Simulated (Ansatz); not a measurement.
C₂H₅FZn (`C[CH2][Zn][F]`). Total charge 0; spin multiplicity 1.

```xyz
9

C     0.206    1.106    0.252
C    -0.583   -0.103   -0.244
Zn    0.346   -1.789   -0.142
F     1.190   -3.327   -0.051
H     1.125    1.259   -0.319
H    -0.384    2.024    0.164
H     0.492    1.008    1.302
H    -1.511   -0.214    0.324
H    -0.882    0.036   -1.287
```

**Question.** What are the harmonic wavenumbers in cm⁻¹ at PBE0-D4/def2-TZVP (Ansatz, finite differences of forces, unscaled)? (Best estimate.)

**Answer.** Computed: 104, 132, 241, 256, 515, 643, 679, 952, 976, 1040, 1217, 1258, 1409, 1450, 1493, 1499, 3037, 3052, 3091, 3100, 3121.

**Question.** Is this a minimum?

**Answer.** Yes, all 21 modes are real.

**Question.** Give the ideal-gas thermochemistry at 298.15 K and 1 bar (rigid rotor, harmonic oscillator; point group Cs, symmetry number 1).

**Answer.** Zero-point energy 175.1 kJ/mol; H(298) − E = 192.9 kJ/mol; entropy 322.4 J/(mol·K), of which translation 167.9, rotation 106.2, vibration 48.3; G(298) − E = 96.8 kJ/mol.
